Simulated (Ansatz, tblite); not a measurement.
Cost and result up the ladder for the cluster AgSn₂ (the lowest doublet isomer of a short search) (3 atoms). The state is a doublet with charge 0. Geometry: PBE-D4/def2-TZVP.

| atom | x (Å) | y (Å) | z (Å) |
| --- | --- | --- | --- |
| Ag1 | -1.590 | -0.071 | -0.121 |
| Sn2 | 0.914 | -0.325 | -1.298 |
| Sn3 | 0.675 | 0.395 | 1.419 |

Ansatz on 4 threads of Arm Neoverse V2 on a shared host; xTB runs through tblite on one thread. Times are rough, summed over both states, and most runs start from the orbitals of an earlier one. PBE-QIDH/def2-TZVP serves as the yardstick here, not as an exact answer. Differences are given only for rows in sets of like size (and for xTB, whose basis is part of the method), since another set adds its own error. The other state is a quartet at its own geometry.

In the def2 sets Ag, Sn take a core potential; there is no spin–orbit coupling. The xTB rows come from tblite. Correlated methods freeze 8 core orbitals; core or outer-core shells of Ag, Sn are correlated, in sets that lack core-valence functions. The rows differ in basis, and correlated rows in double-zeta sets carry the largest basis error. In CCSD on the charge 0 quartet the largest single amplitude is 0.64, so its Hartree–Fock determinant may place the open shell otherwise than the density functionals do. The structure comes from a short search, and lower isomers may exist.

Run but left out: HF/STO-3G, HF/def2-TZVP, MP2/def2-SVP, MP2/def2-TZVP (doublet: ⟨S²⟩ 0.98 to 2.72, where a pure state has 0.75); HF/def2-SVP (quartet: ⟨S²⟩ 4.21, where a pure state has 3.75).

Correlated methods converge slowly with the basis, most of all in double-zeta sets.

xTB has no spin-polarisation term.

| level | functions | wall time | quartet − doublet (eV) | difference from PBE-QIDH/def2-TZVP (eV) | remarks |
| --- | --- | --- | --- | --- | --- |
| GFN1-xTB | 27 | 0.005 s | 1.46 | 0.48 | – |
| GFN2-xTB | 27 | 0.005 s | 1.46 | 0.48 | – |
| PBE-D4/def2-TZVP | 140 | 7.6 s | 0.92 | -0.07 | – |
| revPBE-D4/def2-TZVP | 140 | 8.7 s | 0.88 | -0.11 | – |
| RPA@PBE/def2-TZVP | 140 | 13 s | 0.97 | -0.01 | – |
| PBE0-D4/def2-TZVP | 140 | 16 s | 0.91 | -0.08 | – |
| PBE-QIDH/def2-TZVP | 140 | 19 s | 0.99 | 0.00 | – |
| CAM-B3LYP-D4/def2-TZVP | 140 | 19 s | 0.98 | -0.01 | – |
| B2PLYP/def2-TZVP (with forces) | 140 | 27 s | 1.06 | 0.08 | – |
| r2SCAN-D4/def2-TZVP | 140 | 29 s | 0.84 | -0.15 | – |
| CCSD(T)/def2-SVP | 83 | 46 s | 0.93 | – | large T1 (0.082) (quartet), spin-contaminated (⟨S²⟩ 0.98) (doublet), spin-contaminated (⟨S²⟩ 4.21) (quartet) |
| ωB97M-V/def2-TZVP | 140 | 79 s | 0.96 | -0.03 | – |
